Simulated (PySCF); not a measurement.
## Gas-phase XPS of `C=CO[SiH2]B(C)C`, computed

Compound: C4H11BOSi.
Numbering: `[CH2:1]=[CH:2][O:3][SiH2:4][B:5]([CH3:6])[CH3:7]`

Structure used (PBE0-D3(BJ)/def2-SVP), in Å, numbered top down from 1:
```
atom  x, y, z in Å
C1     2.733   -0.048   -0.119
C2     2.446   -1.113    0.638
O3     1.452   -1.228    1.532
Si4    0.233   -0.067    1.792
B5    -0.974    0.185    0.180
C6    -0.961   -0.868   -0.973
C7    -1.940    1.417    0.153
H8     2.164    0.885   -0.065
H9     3.573   -0.089   -0.813
H10    3.048   -2.028    0.577
H11    0.871    1.211    2.252
H12   -0.535   -0.629    2.945
H13    0.023   -1.321   -1.167
H14   -1.412   -0.521   -1.917
H15   -1.603   -1.693   -0.599
H16   -1.366    2.190   -0.400
H17   -2.194    1.862    1.126
H18   -2.859    1.247   -0.432
```

The calculation used delta-SCF UKS SCAN, pcX-2 on the ionised atom, pcseg-1 elsewhere, spin-free X2C in PySCF. These are vertical core ionisation energies against the vacuum level, from separate self-consistent calculations with and without the core hole.

Task: What binding energy does each computed site have?

Result: 
```json
{"atom(s)": "Si4", "bonded to": "O, 2 H and B", "level": "Si 1s", "binding energy (eV)": "1846.62", "2p1/2 (eV)": "–", "above the level's lowest (eV)": "0.00", "count": "1"}
{"atom(s)": "O3", "bonded to": "C and Si", "level": "O 1s", "binding energy (eV)": "538.17", "2p1/2 (eV)": "–", "above the level's lowest (eV)": "0.00", "count": "1"}
{"atom(s)": "C2", "bonded to": "O, C (double bond) and H", "level": "C 1s", "binding energy (eV)": "292.01", "2p1/2 (eV)": "–", "above the level's lowest (eV)": "+2.25", "count": "1"}
{"atom(s)": "C6/C7", "bonded to": "3 H and B", "level": "C 1s", "binding energy (eV)": "290.11", "2p1/2 (eV)": "–", "above the level's lowest (eV)": "+0.35", "count": "2"}
{"atom(s)": "C1", "bonded to": "C (double bond) and 2 H", "level": "C 1s", "binding energy (eV)": "289.76", "2p1/2 (eV)": "–", "above the level's lowest (eV)": "0.00", "count": "1"}
{"atom(s)": "Si4", "bonded to": "O, 2 H and B", "level": "Si 2p3/2", "binding energy (eV)": "106.80", "2p1/2 (eV)": "107.42", "above the level's lowest (eV)": "0.00", "count": "1"}
```

Lowest listed C 1s: C1, bonded to C (double bond) and 2 H. Highest, 2.25 eV above it: C2, bonded to O, C (double bond) and H. The widest gap between neighbouring values is 1.90 eV, between 290.11 and 292.01 eV.

Task: Give the binding energy of C 1s of C2 in hartree and in kJ/mol.

Result: 292.01 eV = 10.7312 Eh = 28175 kJ/mol.

One atom of each set of topologically equivalent atoms was ionised and stands for the set; in this conformer not all members are related by symmetry, and their own values weren't computed. Not every level is listed. Spin contamination (⟨S²⟩ against 0.75 for a pure doublet) is marked for C 1s of C2 (0.85), which makes this value less certain. Spin–orbit coupling isn't in the SCF: each 2p doublet comes from a relaxed spin-free hole plus a matrix of the shell (mean-field spin–orbit coupling and the ground-state 2p splitting), with 2p3/2 averaged over its two sublevels. 2p1/2 minus 2p3/2 (ligand field included): Si 0.63 eV. No level of boron is listed. One conformer (not necessarily the lowest) at the PBE0-D3(BJ)/def2-SVP geometry, without solvent, vibrations or thermal averaging.
